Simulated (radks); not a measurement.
Values are calculated unless marked as measured or tabulated.
Problem. Species: Sc+. Configuration: [Ar] 3d1 4p1 (not the ground configuration). Level of theory: non-relativistic Kohn-Sham, LDA (Slater exchange, Perdew-Wang correlation), spin-polarised, spherical densities, point nucleus; open shells are filled with parallel spins first (a radial shooting solver on a logarithmic mesh with Libxc functionals). Some entries of the table are withheld. Estimate them.

| orbital | occ. | eigenvalue (eV) | <1/r> (bohr^-1) | r(max) (bohr) |
|---|---|---|---|---|
| 1s up | 1 | -4367.074 | 20.49 | 0.04846 |
| 1s down | 1 | -4367.053 | 20.49 | 0.04846 |
| 2s up | 1 | -476.4729 | 4.236 | 0.2866 |
| 2s down | 1 | -476.1861 | 4.238 | 0.2866 |
| 2p up | 3 | -395.7311 | 4.177 | 0.2332 |
| 2p down | 3 | -395.4961 | 4.179 | 0.2331 |
| 3s up | 1 | -62.6553 | 1.296 | 0.9324 |
| 3s down | 1 | -61.7816 | 1.296 | 0.9324 |
| 3p up | 3 | (1) | 1.174 | 0.9684 |
| 3p down | 3 | (2) | 1.175 | 0.9683 |
| 3d up | 1 | -11.7390 | 0.8166 | 1.078 |
| 3d down | 0 | -10.7521 | 0.8243 | 1.076 |
| 4p up | 1 | -7.3810 | 0.3252 | (3) |
| 4p down | 0 | -6.2820 | 0.3114 | (4) |

Solution. 
(1) 3p up eigenvalue (eV): -42.0836
(2) 3p down eigenvalue (eV): -41.2008
(3) 4p up r(max) (bohr): 3.475
(4) 4p down r(max) (bohr): 3.550
